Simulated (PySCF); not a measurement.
Job file and geometry (Å, from GFN2-xTB) of an NMR shielding run on `S[SiH2]C#CCC`, C₄H₈SSi, GIAO PBE0/pcSseg-1 NMR shielding, non-relativistic, gas phase (PySCF 2.14.0, density-fitted response routines); density fitting, a coarse starting grid and PySCF grid level 2 are the driver's defaults:

```
$ OMP_NUM_THREADS=1 python probes_run.py task.json out

{"job": {"kind": "nmr", "xc": "PBE0", "basis": "pcSseg-1"}, "charge": 0, "multiplicity": 1}
C     -2.127456     1.161803    -0.302385
C     -1.868415    -0.336867    -0.138723
C     -0.458785    -0.606496     0.047748
C      0.720331    -0.812414     0.198281
Si     2.523304    -1.087103     0.438482
S      3.488674     0.845664     0.557849
H     -1.784804     1.703614     0.576193
H     -1.597076     1.546425    -1.170716
H     -3.191458     1.345058    -0.433607
H     -2.416488    -0.718539     0.727927
H     -2.216073    -0.876775    -1.024797
H      3.084207    -1.784796    -0.715499
H      2.827168    -1.696302     1.723563
H      3.016194     1.316256    -0.586135
```

**Question.** Write the output of this run.

**Answer.** 
```
coarse grid: 12552 points
cycle   1  E = -844.3049540014  dE =  4.938e-01  |g| = 4.281e-01  |ddm| = 3.626e+00
cycle   2  E = -844.3057895246  dE = -8.355e-04  |g| = 4.317e-01  |ddm| = 1.050e+00
cycle   3  E = -844.3544063181  dE = -4.862e-02  |g| = 7.235e-02  |ddm| = 5.318e-01
cycle   4  E = -844.3549128831  dE = -5.066e-04  |g| = 5.601e-02  |ddm| = 9.636e-02
cycle   5  E = -844.3557026430  dE = -7.898e-04  |g| = 5.572e-03  |ddm| = 4.422e-02
cycle   6  E = -844.3557106487  dE = -8.006e-06  |g| = 1.943e-03  |ddm| = 9.115e-03
final grid: 111480 points
cycle   7  E = -844.3943972642  dE = -2.201e-05  |g| = 7.294e-03  |ddm| = 4.218e-02
cycle   8  E = -844.3943917114  dE =  5.553e-06  |g| = 8.544e-03  |ddm| = 1.907e-02
cycle   9  E = -844.3944100018  dE = -1.829e-05  |g| = 2.087e-03  |ddm| = 9.814e-03
cycle  10  E = -844.3944110801  dE = -1.078e-06  |g| = 1.766e-04  |ddm| = 1.654e-03
cycle  11  E = -844.3944110876  dE = -7.559e-09  |g| = 3.620e-05  |ddm| = 2.384e-04
cycle  12  E = -844.3944110879  dE = -3.129e-10  |g| = 1.257e-05  |ddm| = 5.246e-05
converged SCF energy = -844.3944110879

GIAO shielding tensors (ppm)
atom      isotropic    diamagn.    paramagn.     s11        s22        s33       span
  0 C      170.921     247.996     -77.075    159.429    166.701    186.633     27.203
  1 C      170.211     250.006     -79.795    159.933    168.679    182.020     22.086
  2 C       64.960     272.678    -207.718    -34.862    -27.708    257.449    292.311
  3 C      103.984     259.747    -155.763     17.786     29.708    264.459    246.673
  4 Si     409.020     881.582    -472.562    374.780    416.238    436.042     61.262
  5 S      737.369    1057.827    -320.459    639.551    701.553    871.002    231.450
  6 H       30.342      30.800      -0.458     26.581     28.909     35.535      8.954
  7 H       30.430      30.972      -0.543     26.691     28.968     35.629      8.938
  8 H       30.605      28.155       2.450     26.106     27.610     38.098     11.992
  9 H       29.306      29.178       0.128     24.124     28.288     35.506     11.382
 10 H       29.314      29.378      -0.064     24.143     28.322     35.478     11.334
 11 H       26.540      28.661      -2.121     22.112     25.218     32.290     10.179
 12 H       26.894      28.384      -1.490     23.116     25.097     32.469      9.353
 13 H       31.558      32.884      -1.326     23.885     28.336     42.454     18.569
```

**Question.** Turn these shieldings into chemical shifts. Chemical shifts δ = σref − σ; TMS for $^{13}$C (σ = 186.93 ppm) and $^{29}$Si (σ = 349.16 ppm) and $^{1}$H (σ = 31.72 ppm); $^{33}$S (σ = 503.73 ppm) against CS2, all at this level.

**Answer.** Averaging equivalent atoms: C 2: 122.0; C 3: 82.9; C 1: 16.7; C 0: 16.0; Si 4: -59.9; S 5: -234; H 11/12: 5.00; H 9/10: 2.41; H 6/7/8: 1.26; H 13: 0.16 ppm. 

Size and cost of the density-fitted run: 156 basis functions, 21 s wall time on 1 thread of an Arm Neoverse V2, shared host; peak memory 0.72 GiB.
